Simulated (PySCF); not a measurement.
**Which determinant of Ge₂ lies lowest?**

Unrestricted PBE0; Ge pcseg-1; no relativity (PySCF 2.14). Outer shells of the fragments: Ge 3d10 4s2 4p2; Ge 3d10 4s2 4p2.

Followed along the bond (rough minima from three points):

| 2Ms+1 | unpaired | ⟨S²⟩ at the start | R at minimum (Å) | Te (eV) |
| --- | --- | --- | --- | --- |
| 3 | π ↑↑ | 2.00 | 2.39 | 0.00 |
| 1 | π ↑↓ | 1.00 | 2.40 | 0.21 |
| 3 | σ ↑, π ↑ | 2.00 | 2.28 | 0.25 |
| 1 | σ ↓, π ↑ | 1.01 | 2.28 | 0.43 |
| 1 | none | 0.00 | none in the scan | ≤ 0.86 |

Solutions found at the starting distance of 2.320 Å, counted from the lowest of them; the search is not exhaustive and high or unbound solutions are not listed, so other states can lie among these:

```json
{"2Ms+1": "3", "unpaired": "π ↑↑", "term": "³Σ⁻", "E (eV)": "0.00", "⟨S²⟩": "2.00", "⟨Lz²⟩": "0.00"}
{"2Ms+1": "1", "unpaired": "π ↑↓", "term": "mixed", "E (eV)": "0.22", "⟨S²⟩": "1.00", "⟨Lz²⟩": "2.01"}
{"2Ms+1": "3", "unpaired": "σ ↑, π ↑", "term": "³Π", "E (eV)": "0.23", "⟨S²⟩": "2.00", "⟨Lz²⟩": "1.00"}
{"2Ms+1": "1", "unpaired": "σ ↓, π ↑", "term": "mixed", "E (eV)": "0.41", "⟨S²⟩": "1.01", "⟨Lz²⟩": "1.00"}
{"2Ms+1": "1", "unpaired": "none", "term": "mixed", "E (eV)": "0.84", "⟨S²⟩": "0.00", "⟨Lz²⟩": "2.00"}
{"2Ms+1": "5", "unpaired": "σ ↑, π ↑↑↑", "term": "⁵Π", "E (eV)": "1.48", "⟨S²⟩": "6.00", "⟨Lz²⟩": "1.00"}
{"2Ms+1": "3", "unpaired": "σ ↑, π ↑↑↓", "term": "mixed", "E (eV)": "2.00", "⟨S²⟩": "3.01", "⟨Lz²⟩": "3.02"}
{"2Ms+1": "3", "unpaired": "σ ↓, π ↑↑↑", "term": "mixed", "E (eV)": "2.08", "⟨S²⟩": "3.02", "⟨Lz²⟩": "1.00"}
{"2Ms+1": "3", "unpaired": "π ↑↑", "term": "mixed", "E (eV)": "2.64", "⟨S²⟩": "2.01", "⟨Lz²⟩": "2.01"}
{"2Ms+1": "5", "unpaired": "π ↑↑↑↑", "term": "⁵Σ⁺", "E (eV)": "4.29", "⟨S²⟩": "6.01", "⟨Lz²⟩": "0.00"}
{"2Ms+1": "5", "unpaired": "σ ↑↑, π ↑↑", "term": "⁵Σ⁻", "E (eV)": "4.90", "⟨S²⟩": "6.00", "⟨Lz²⟩": "0.00"}
{"2Ms+1": "3", "unpaired": "σ ↑↑, π ↑↓", "term": "mixed", "E (eV)": "5.49", "⟨S²⟩": "3.01", "⟨Lz²⟩": "2.01"}
{"2Ms+1": "1", "unpaired": "σ ↓↓, π ↑↑", "term": "mixed", "E (eV)": "5.67", "⟨S²⟩": "2.01", "⟨Lz²⟩": "0.00"}
{"2Ms+1": "5", "unpaired": "σ ↑↑, π ↑↑", "term": "mixed", "E (eV)": "5.82", "⟨S²⟩": "6.01", "⟨Lz²⟩": "2.01"}
```

A term symbol is given only where ⟨S²⟩ and ⟨Lz²⟩ are close to those of a pure state; real π, δ and φ orbitals otherwise mix terms, and g/u labels are left off.

Spin–orbit coupling is left out.
